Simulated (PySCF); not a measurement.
³¹P chemical shifts

In vacuum, a single conformation, relativity neglected, fast rotation and ring inversion assumed for equivalent nuclei. GFN2-xTB structure; σ from GIAO-PBE0/pcSseg-1; PySCF.

Shieldings were converted by a linear fit to measured shifts: ³¹P (scatter 18.1 ppm rms vs H3PO4, solution or neat liquid). A few per cent of atoms miss by over 2 rms, more outside the fitted compound classes.

Task: Give the ³¹P shifts of `C=[P@]1(P)CC=C(C)C1`.

Result: 
```
                                                    compound                                            environment  δ (ppm)
[CH2:1]=[P@:2]1([PH2:3])[CH2:4][CH:5]=[C:6]([CH3:7])[CH2:8]1  P2: phosphorus bonded to 3 C, P, in a 5-membered ring     -0.1
[CH2:1]=[P@:2]1([PH2:3])[CH2:4][CH:5]=[C:6]([CH3:7])[CH2:8]1                        P3: phosphorus bonded to P, 2 H   -152.3
```

Task: Order these by ³¹P shift, lowest first.
A. F/C=P\c1ccc(Cl)cc1
B. [H][P@TB18]([H])(F)(F)F
C. CC[P@@]1(=O)CCC[C@@H](F)C1

Result: B (-5.8 ppm, phosphorus bonded to 3 F, 2 H), C (14.1 ppm, phosphorus bonded to 3 C, O, in a 6-membered ring), A (146.6 ppm, phosphorus bonded to 2 C).
